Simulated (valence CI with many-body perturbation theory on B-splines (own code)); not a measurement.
Results of a calculation; reference values are marked as such.
Bi LXVIII: magnetic and hyperfine properties of the levels

Method: valence CI with perturbative core correlation (CI+MBPT): six valence electrons over a frozen Dirac-Fock core [Ne], radial functions for each j: 9 s, 9 p, 8 d, 6 f, 3 g, 1 h, with the one-electron correlation potential Σ1, the two-electron term Σ2, the three-electron term Σ3, Breit, model QED; selected CI, second order for the rest, scaled by the run's own slope (own B-spline code, finite nucleus).

No measured spectrum was set against this ion. As an estimate, large intervals hold to a few tenths of a per cent, small ones and those within an open d or f shell to about a per cent. Among the levels kept, up to 1200 cm⁻¹ of a level comes from second order outside the variational space, and about a tenth of that is noise between levels of different J, which matters for small intervals.

A/g_I is the dipole constant over the nuclear g factor μ/I (μ in nuclear magnetons, uniformly magnetised nucleus), B/Q the quadrupole constant per barn. Both hold the static response of the core; the bare values leave it out. Large factors of s and p1/2 electrons are usually good to 5 to 10 %; those of open d and f shells near neutrality can be off by tens of per cent, and small factors of p3/2, d and f electrons come from cancelling terms and can be off by a factor of two or in sign, in half-filled shells by more. B is blank for J = 1/2, where it vanishes, and for nearly pure S terms. Energies count from the lowest level. Levels with J = 0 are left out.

Levels are named by their leading jj configuration (3d3/2^4 stands for four electrons in 3d with j = 3/2), which in mixed levels can hold well under half, so a name can repeat and another be missing. Letters in brackets count levels of one name in rising energy.

```tsv
Level	E (× 10³ cm⁻¹)	g	A/g_I (MHz)	A/g_I bare	B/Q (MHz/b)	B/Q bare
(3s^2 3p1/2^2 3p3/2^2) J=2	0.00	1.323	312000	310000	31800	31400
(3s^2 3p1/2^2 3p3/2 3d3/2) J=2	2198.3	1.040	240000	242000	-4140	-3870
(3s^2 3p1/2^2 3p3/2 3d3/2) J=1	2281.5	1.084	231000	234000	-292000	-291000
(3s^2 3p1/2^2 3p3/2 3d3/2) J=3	2283.4	1.071	237000	239000	716000	711000
(3s^2 3p1/2^2 3p3/2 3d5/2) J=4	3338.2	1.242	156000	158000	729000	724000
(3s^2 3p1/2^2 3p3/2 3d5/2) J=2	3412.0	1.219	90900	94700	-416000	-410000
(3s^2 3p1/2^2 3p3/2 3d5/2) J=3	3580.1	1.206	139000	141000	-44000	-40800
(3s^2 3p1/2^2 3p3/2 3d5/2) J=1	3689.4	1.057	-120000	-113000	93400	93500
(3s^2 3p1/2^2 3d3/2^2) J=2	4492.0	0.758	169000	173000	4230	4410
(3s^2 3p1/2 3p3/2^3) J=1	4912.0	1.486	-445000	-433000	-321000	-317000
(3s^2 3p1/2 3p3/2^3) J=2	4998.4	1.142	1080000	1060000	-676000	-668000
(3s^2 3p1/2^2 3d3/2 3d5/2) J=3	5679.0	1.068	95500	99800	30700	31500
(3s^2 3p1/2^2 3d3/2 3d5/2) J=2	5781.9	1.162	76200	80400	-54500	-56000
(3s^2 3p1/2^2 3d3/2 3d5/2) J=4	5824.7	1.049	104000	109000	193000	199000
(3s^2 3p1/2^2 3d3/2 3d5/2) J=1	5831.7	1.498	-6980	-3640	38900	40000
(3s 3p1/2^2 3p3/2^3) J=2	6696.8	1.461	2390000	2350000	-593000	-586000
(3s 3p1/2^2 3p3/2^3) J=1	6872.2	1.185	-1350000	-1320000	-239000	-236000
(3s^2 3p1/2^2 3d5/2^2) J=4	6947.5	1.174	68400	72200	91800	94600
(3s^2 3p1/2 3p3/2^2 3d3/2) J=2 [a]	7016.8	1.025	561000	556000	-332000	-329000
(3s^2 3p1/2^2 3d5/2^2) J=2	7037.1	1.198	67300	71400	-58100	-59900
(3s^2 3p1/2 3p3/2^2 3d3/2) J=1 [a]	7052.8	1.004	594000	588000	-108000	-108000
(3s^2 3p1/2 3p3/2^2 3d3/2) J=3 [a]	7090.6	1.058	546000	543000	21600	22700
(3s^2 3p1/2 3p3/2^2 3d3/2) J=4	7159.1	1.036	640000	634000	114000	117000
(3s^2 3p1/2 3p3/2^2 3d3/2) J=2 [b]	7290.6	0.797	898000	889000	381000	380000
(3s^2 3p1/2 3p3/2^2 3d3/2) J=3 [b]	7418.8	1.159	89500	93600	66800	67300
(3s^2 3p1/2 3p3/2^2 3d3/2) J=2 [c]	7496.0	1.240	557000	552000	-49700	-51300
(3s^2 3p1/2 3p3/2^2 3d3/2) J=1 [b]	7557.3	1.428	233000	233000	279000	277000
(3s^2 3p1/2 3p3/2^2 3d3/2) J=1 [c]	7673.6	0.932	-731000	-710000	-188000	-184000
(3s^2 3p1/2 3p3/2^2 3d5/2) J=4 [a]	8119.2	1.293	-119000	-112000	199000	201000
(3s^2 3p1/2 3p3/2^2 3d5/2) J=3 [a]	8119.4	1.307	-230000	-221000	81300	82300
(3s^2 3p1/2 3p3/2^2 3d5/2) J=4 [b]	8235.5	1.170	545000	540000	31000	32500
(3s^2 3p1/2 3p3/2^2 3d5/2) J=5	8262.2	1.183	495000	491000	137000	139000
(3s^2 3p1/2 3p3/2^2 3d5/2) J=1 [a]	8275.3	0.870	1450000	1430000	17000	17200
(3s^2 3p1/2 3p3/2^2 3d5/2) J=2 [a]	8438.7	1.273	-413000	-401000	565000	561000
```

**Question.** Take the isotope of mass number 207, with I = 9/2, μ = 4.0729 μN, leaving out the quadrupole term. What is the hyperfine structure of (3s^2 3p1/2^2 3p3/2 3d5/2) J=1?

**Answer.** From the table A = -109000 MHz. Shifts from the centre of gravity in MHz: F = 7/2: 600000, F = 9/2: 109000, F = 11/2: -490000.
